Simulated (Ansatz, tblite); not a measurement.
Removing an electron: SbSbSbSb tetrahedron (Sb4). Charge 0, multiplicity 1. Geometry: r2SCAN-D4/def2-SVP. Ansatz, gas phase; energy differences of separate SCF runs; the oxidised species was run as a doublet alone.

```tsv
atom	x (Å)	y (Å)	z (Å)
Sb1	-1.594	-0.569	0.405
Sb2	-0.127	1.385	-1.046
Sb3	0.877	-1.263	-0.814
Sb4	0.843	0.447	1.455
```

In the def2 sets Sb takes a core potential; there is no spin–orbit coupling. The xTB rows come from tblite. Correlated methods freeze 16 core orbitals; core or outer-core shells of Sb are correlated, in sets that lack core-valence functions. The rows differ in basis, and correlated rows in double-zeta sets carry the largest basis error. HOMO above LUMO, or a gap near zero within one spin, warns that the state may not be the lowest or that an electron is smeared out.

| level | −HOMO (eV) | vertical IE (eV) | −LUMO (eV) | HOMO–LUMO gap (eV) | remarks |
| --- | --- | --- | --- | --- | --- |
| GFN1-xTB | 8.50 | 11.83 | 5.93 | 2.57 | – |
| GFN2-xTB | 8.60 | 11.20 | 6.44 | 2.15 | – |
| HF/def2-SVP | – | 7.30 | – | – | – |
| PBE-D4/def2-TZVP | 5.41 | 7.74 | 2.10 | 3.31 | gap within one spin near zero (+1 doublet) |
| r2SCAN-D4/def2-TZVP | 5.65 | 7.85 | 2.04 | 3.60 | – |
| PBE0-D4/def2-TZVP | 6.23 | 7.86 | 1.50 | 4.73 | – |
| MP2/def2-SVP | – | 7.93 | – | – | – |
| CCSD/def2-SVP | – | 7.79 | – | – | – |
| CCSD(T)/def2-SVP | – | 7.79 | – | – | – |

Relaxing the oxidised species (r2SCAN-D4/def2-SVP) changes its energy by -0.27 eV at PBE-D4/def2-TZVP, so the adiabatic ionisation energy to this nearest minimum is 7.48 eV. At PBE0-D4/def2-TZVP it is 7.61 eV.    Raw xTB energy differences between charge states are shifted by several eV; the methods need an empirical correction for them.
